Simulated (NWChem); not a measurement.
Everything below was run with NWChem. System: CH$_{3}$BO, charge 0, spin multiplicity 1, at a geometry optimised with PBE0/def2-SVP. The structure started from a generated list of species. Level: PBE/def2-SVP.

Output (cleaned and shortened):

```
             Northwest Computational Chemistry Package (NWChem) 7.3.0
             --------------------------------------------------------

                                NWChem Input Module
                                -------------------

 Scaling coordinates for geometry "geometry" by  1.889725989
 (inverse scale =  0.529177249)

                             Geometry "geometry" -> ""
                             -------------------------

 Output coordinates in angstroms (scale by  1.889725989 to convert to a.u.)

  No.       Tag          Charge          X              Y              Z
 ---- ---------------- ---------- -------------- -------------- --------------
    1 B                    5.0000     1.28133700     0.37996700     0.00000000
    2 H                    1.0000     1.74405600    -0.09859400     1.02260600
    3 H                    1.0000     1.74405600    -0.09859400    -1.02260600
    4 H                    1.0000     1.24032400     1.59947000     0.00000000
    5 O                    8.0000    -1.26045900    -0.37376400     0.00000000
    6 C                    6.0000    -0.17524000    -0.05200200     0.00000000

 Effective nuclear repulsion energy (a.u.)      56.5207572535

            Nuclear Dipole moment (a.u.)
            ----------------------------
        X                 Y               Z
 ---------------- ---------------- ----------------
     0.0000170075    -0.0000132281     0.0000000000


 Summary of "ao basis" -> "" (spherical)
 ------------------------------------------------------------------------------
       Tag                 Description            Shells   Functions and Types
 ---------------- ------------------------------  ------  ---------------------
 *                          def2-svp                  on all atoms

  pbe96 is a nonlocal functional; adding pw91lda local functional.

                                 NWChem DFT Module
                                 -----------------

 Summary of "ao basis" -> "ao basis" (spherical)
 ------------------------------------------------------------------------------
       Tag                 Description            Shells   Functions and Types
 ---------------- ------------------------------  ------  ---------------------
 B                          def2-svp                 6       14   3s2p1d
 H                          def2-svp                 3        5   2s1p
 O                          def2-svp                 6       14   3s2p1d
[...]
    33     -0.130540  5 O  px                 1     -0.122067  1 B  s

 Vector   10  Occ=2.000000D+00  E=-2.987776D-01
              MO Center=  1.1D+00,  6.2D-01, -1.4D-05, r^2= 2.1D+00
   Bfn.  Coefficient  Atom+Function         Bfn.  Coefficient  Atom+Function
  ----- ------------  ---------------      ----- ------------  ---------------
     5      0.373492  1 B  py                25     -0.342066  4 H  s
    34      0.198462  5 O  py                15      0.171009  2 H  s
    20      0.171023  3 H  s                 26     -0.166559  4 H  s
    37      0.149403  5 O  py                 8     -0.130351  1 B  py
     4     -0.110764  1 B  px                16      0.083259  2 H  s

 Vector   11  Occ=2.000000D+00  E=-2.987763D-01
              MO Center=  1.2D+00,  6.7D-02,  1.4D-05, r^2= 2.1D+00
   Bfn.  Coefficient  Atom+Function         Bfn.  Coefficient  Atom+Function
  ----- ------------  ---------------      ----- ------------  ---------------
     6      0.389573  1 B  pz                15     -0.296233  2 H  s
    20      0.296225  3 H  s                 35      0.206994  5 O  pz
    38      0.155825  5 O  pz                16     -0.144230  2 H  s
    21      0.144227  3 H  s                  9     -0.135971  1 B  pz
    49     -0.083021  6 C  pz                52     -0.054529  6 C  pz

 Vector   12  Occ=0.000000D+00  E=-8.699479D-02
              MO Center= -1.0D-01, -1.1D-01, -1.6D-06, r^2= 2.0D+00
   Bfn.  Coefficient  Atom+Function         Bfn.  Coefficient  Atom+Function
  ----- ------------  ---------------      ----- ------------  ---------------
    49      0.590999  6 C  pz                52      0.492206  6 C  pz
    35     -0.406484  5 O  pz                38     -0.394225  5 O  pz
    16     -0.277720  2 H  s                 21      0.277723  3 H  s
    15     -0.171634  2 H  s                 20      0.171636  3 H  s
     9      0.086059  1 B  pz                 6      0.047976  1 B  pz

 Vector   13  Occ=0.000000D+00  E=-8.699122D-02
              MO Center= -1.5D-01,  3.7D-02,  1.6D-06, r^2= 2.0D+00
   Bfn.  Coefficient  Atom+Function         Bfn.  Coefficient  Atom+Function
  ----- ------------  ---------------      ----- ------------  ---------------
    48      0.566622  6 C  py                51      0.471919  6 C  py
    34     -0.389712  5 O  py                37     -0.377962  5 O  py
    26     -0.320663  4 H  s                 25     -0.198193  4 H  s
    47     -0.168001  6 C  px                16      0.160361  2 H  s
    21      0.160355  3 H  s                 50     -0.139899  6 C  px

 Vector   14  Occ=0.000000D+00  E= 7.345637D-02
              MO Center=  3.3D-01,  9.9D-02, -3.0D-09, r^2= 4.4D+00
   Bfn.  Coefficient  Atom+Function         Bfn.  Coefficient  Atom+Function
  ----- ------------  ---------------      ----- ------------  ---------------
     3      1.909618  1 B  s                 50     -1.414399  6 C  px
     7     -1.264606  1 B  px                32     -1.085632  5 O  s
    46     -0.703840  6 C  s                  2     -0.549199  1 B  s
    51     -0.419385  6 C  py                 8     -0.375040  1 B  py
    36     -0.273308  5 O  px                 1     -0.145971  1 B  s

 center of mass
 --------------
 x =  -0.15250543 y =  -0.04522984 z =   0.00000000

 moments of inertia (a.u.)
 ------------------
          30.489933683560         -52.053427221246           0.000000000000
         -52.053427221246         190.593005035428           0.000000000000
           0.000000000000           0.000000000000         206.028676957645

     Multipole analysis of the density
     ---------------------------------

     L   x y z        total         alpha         beta         nuclear
     -   - - -        -----         -----         ----         -------
     0   0 0 0     -0.000000    -11.000000    -11.000000     22.000000

     1   1 0 0     -0.529828     -0.264922     -0.264922      0.000017
     1   0 1 0     -0.157137     -0.078562     -0.078562     -0.000013
     1   0 0 1      0.000000      0.000000      0.000000      0.000000

     2   2 0 0    -16.216221    -59.398054    -59.398054    102.579888
     2   1 1 0     -0.725942    -14.464878    -14.464878     28.203814
     2   1 0 1     -0.000000     -0.000000     -0.000000      0.000000
     2   0 2 0    -13.983414    -14.907760    -14.907760     15.832106
     2   0 1 1      0.000000      0.000000      0.000000      0.000000
     2   0 0 2    -13.768159    -10.618424    -10.618424      7.468688

 Task  times  cpu:        2.1s     wall:        2.1s

 Total times  cpu:        2.1s     wall:        2.1s
```

### Question
Write an NWChem input that would produce this output.

### Answer
One answer among several that fit: 
```
start mol
memory heap 200 mb stack 900 mb global 1100 mb
geometry units angstroms nocenter noautoz noautosym
  B      1.281337     0.379967     0.000000
  H      1.744056    -0.098594     1.022606
  H      1.744056    -0.098594    -1.022606
  H      1.240324     1.599470     0.000000
  O     -1.260459    -0.373764     0.000000
  C     -0.175240    -0.052002     0.000000
end
basis spherical
  * library def2-svp
end
dft
  xc xpbe96 cpbe96
  semidirect memsize 60000000 filesize 0
  iterations 100
end
task dft energy
```
